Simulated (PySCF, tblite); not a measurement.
Potential energy curve for N₂ (cation, charge +1), doublet.

UKS-B3LYP/6-311+G** = unrestricted B3LYP/6-311+G**, spherical d in PySCF; GFN2-xTB, 300 K electronic temperature (tblite); UCCSD(T) = CCSD(T) on UHF/cc-pVDZ, 2 core orbitals frozen run with PySCF; UHF/6-31G* = unrestricted Hartree-Fock/6-31G*, spherical d (PySCF 2.14.0); UKS-PBE0 = unrestricted PBE0/cc-pVDZ (PySCF).

Energies are in kcal/mol, each relative to the lowest point of its own curve near equilibrium.

```csv
R / Å,UKS-B3LYP/6-311+G**,GFN2-xTB,UCCSD(T),UHF/6-31G*,UKS-PBE0
0.82,286.2,240.8,336.9,286.8,311.2
0.89,135.2,100.8,167.1,131.7,148.2
0.93,81.0,54.0,104.6,77.2,89.4
0.99,30.5,14.6,44.3,28.0,34.2
1.03,12.0,3.1,20.7,10.9,13.8
1.07,2.5,0.0,6.9,2.5,3.1
1.10,0.0,1.8,1.7,0.1,0.0
1.13,0.6,6.3,0.0,0.0,0.2
1.17,5.1,15.5,1.9,2.1,4.6
1.20,10.7,24.2,5.8,4.7,10.3
1.28,29.4,51.9,22.5,13.3,29.4
1.37,49.4,86.3,46.8,22.8,50.4
```

At the longest distance, 1.37 Å, GFN2-xTB lies highest above its minimum (86.3 kcal/mol) and UHF/6-31G* lowest (22.8 kcal/mol).

The scan ran from 0.82 to 4.36 Å; beyond the distances shown one of the unrestricted levels run for this scan, shown here or not, changes its spin distribution in one step. The unrestricted determinant behind UCCSD(T) is spin-contaminated at 1.03 to 1.37 Å (<S²> up to 2.3, against 0.75 for a pure doublet). The unrestricted determinant behind UHF/6-31G* is spin-contaminated at 0.99 to 1.37 Å (<S²> up to 2.3, against 0.75 for a pure doublet).
